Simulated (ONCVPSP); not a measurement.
## Logarithmic derivatives: technetium, ONCV

* Element: Tc (Z = 43)
* Generator: ONCVPSP 4.0.1
* Type: optimised norm-conserving Vanderbilt (ONCV)
* Functional: PBEsol
* Relativity: scalar-relativistic
* Frozen core: [Kr]
* Valence charge: 7
* Reference configuration: 4d5 5s2
* Partial waves: 5s: rc 2.75 bohr, ncon 4, nbas 8, qcut 2.2 1/bohr, 3 projectors, debl 2.2 Ha; p scattering state at 0.31 Ha: rc 2.95 bohr, ncon 3, nbas 7, qcut 3.3 1/bohr, 1 projector; 4d: rc 2.35 bohr, ncon 4, nbas 9, qcut 6.1 1/bohr, 2 projectors, debl 1.4 Ha
* Local potential: polynomial inside 1.50 bohr (lpopt 4, dvloc0 2 Ha)
* Core correction: Teter function, fcfact 3.5, rcfact 1.1

In the p channel the program set the typed energies aside and used 0.050 Ha.

The phase is arctan(r·R′/R) of the radial function R(r), unwrapped; energies in Ha, scanned from -2 to 5 Ha. A pole is an energy at which the radial function vanishes at the test radius. The pseudo phase is shifted by a multiple of π to meet the all-electron one at the reference energy, and phase errors are pseudo minus all-electron; the curves can meet again beyond the range given. Levels narrower than the energy grid can be missing from the lists of poles.

| channel | radius (bohr) | reference energy (Ha) | poles, all-electron | poles, pseudo | unbroken range about the reference energy with phases within 0.05 rad | phase error 1 Ha above the reference energy (rad) |
| --- | --- | --- | --- | --- | --- | --- |
| s | 2.79 | -0.19 | 0.83, 4.83 | 0.83, 4.85 | the whole range | -0.000 |
| p | 3.00 | 0.05 | -1.65, 1.06, 4.50 | 0.55, 1.39, 4.62 | -1.5 to 0.4 | -3.057 |
| d | 2.39 | -0.25 | 0.05, 3.68 | 0.06, 3.73 | the whole range | +0.000 |

Note: no bound ghost flagged but for a GHOST(-) flag that falls on a real empty level of the atom; GHOST(+) flagged for s at 124.0 eV.

Phases in the d channel:

| E (Ha) | all-electron | pseudo |
| --- | --- | --- |
| -1.98 | 1.292 | 1.292 |
| -1.80 | 1.271 | 1.271 |
| -1.62 | 1.246 | 1.246 |
| -1.44 | 1.212 | 1.212 |
| -1.26 | 1.167 | 1.167 |
| -1.08 | 1.099 | 1.099 |
| -0.90 | 0.986 | 0.987 |
| -0.72 | 0.759 | 0.759 |
| -0.54 | 0.172 | 0.172 |
| -0.36 | -0.823 | -0.823 |
| -0.18 | -1.319 | -1.319 |
| 0.00 | -1.528 | -1.528 |
| 0.18 | -1.652 | -1.652 |
| 0.36 | -1.748 | -1.748 |
| 0.54 | -1.843 | -1.842 |
| 0.72 | -1.955 | -1.955 |
| 0.90 | -2.115 | -2.115 |
| 1.08 | -2.380 | -2.380 |
| 1.26 | -2.851 | -2.851 |
| 1.44 | -3.480 | -3.480 |
| 1.62 | -3.942 | -3.941 |
| 1.80 | -4.197 | -4.196 |
| 1.98 | -4.343 | -4.342 |
| 2.16 | -4.436 | -4.434 |
| 2.34 | -4.500 | -4.499 |
| 2.52 | -4.548 | -4.546 |
| 2.70 | -4.586 | -4.584 |
| 2.88 | -4.616 | -4.614 |
| 3.06 | -4.642 | -4.639 |
| 3.24 | -4.665 | -4.662 |
| 3.42 | -4.685 | -4.681 |
| 3.60 | -4.704 | -4.700 |
| 3.78 | -4.722 | -4.717 |
| 3.96 | -4.740 | -4.734 |
| 4.14 | -4.759 | -4.750 |
| 4.32 | -4.778 | -4.767 |
| 4.50 | -4.799 | -4.785 |
| 4.68 | -4.822 | -4.804 |
| 4.86 | -4.850 | -4.826 |
